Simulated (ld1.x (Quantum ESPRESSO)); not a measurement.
# What one change does to a pseudopotential (germanium (Ge), TM semilocal)

ld1.x (Quantum ESPRESSO) 7.5 input, shortened:

```
&input
   title='Ge', zed=32., rel=1, dft='REVPBE', iswitch=3,
   config='[Ar] 3d10 4s2 4p2'
 /
 &inputp
   pseudotype=1, tm=.true., lloc=1,
   nlcc=.false.
 /
3
4S  1  0   2.00   0.00  1.30  1.30  0.0
3D  3  2  10.00   0.00  1.10  1.10  0.0
4P  2  1   2.00   0.00  1.50  1.50  0.0
 &test
   configts(1)='3d10 4s2 4p2'
 /
```

Change: all radii scaled by about 1.29 (s 1.68, p 1.92, d 1.42 bohr).

Cutoffs: the cutoffs (Ry, on a coarse ladder) from which the occupation-weighted sum of valence levels, in a spherical-Bessel basis at the reference potential, stays within 10 and 1 mRy of its value at 400 Ry; they do not see the model core or the augmentation charge, which bear on the density cutoff. Errors are all-electron minus pseudo energies relative to the spin-unpolarised reference configuration.

Problem. How do hardness, ghosts and transferability respond?

Solution. Of the 7 tests that both files solve, the error grows in 2 and shrinks in 4 by more than 15 % and 0.3 meV (median size 3.0 → 1.8 meV); neither file shows a bound ghost. A semilocal file is local in each channel, so a ghost entry of none says nothing of the separable form that plane-wave codes build from it.

```tsv
quantity	base	changed
cutoff, loose	230 Ry	160 Ry
cutoff, tight	over 300 Ry	260 Ry
loose cutoff by channel (10 mRy a level)	s 40 Ry, d 200 Ry, p 25 Ry	s 15 Ry, d 140 Ry, p 6 Ry
bound ghosts	none	none
error for 3d10 4s2 4p1, meV [ΔE 7.39 eV]	0.0	-0.8
error for 3d10 4s2 4p0, meV [ΔE 22.74 eV]	+1.0	-1.8
error for 3d10 4s1 4p0, meV [ΔE 57.36 eV]	+36	+25
error for 3d10 4s1 4p3, meV [ΔE 7.95 eV]	+3.0	+0.4
error for 3d10 4s0 4p4, meV [ΔE 16.13 eV]	+14	+3.6
error for 3d10 4s1 4p2, meV [ΔE 16.09 eV]	+6.8	+2.3
error for 3d10 4s2 4p2.3, meV [ΔE -0.87 eV]	+0.1	+0.1
```
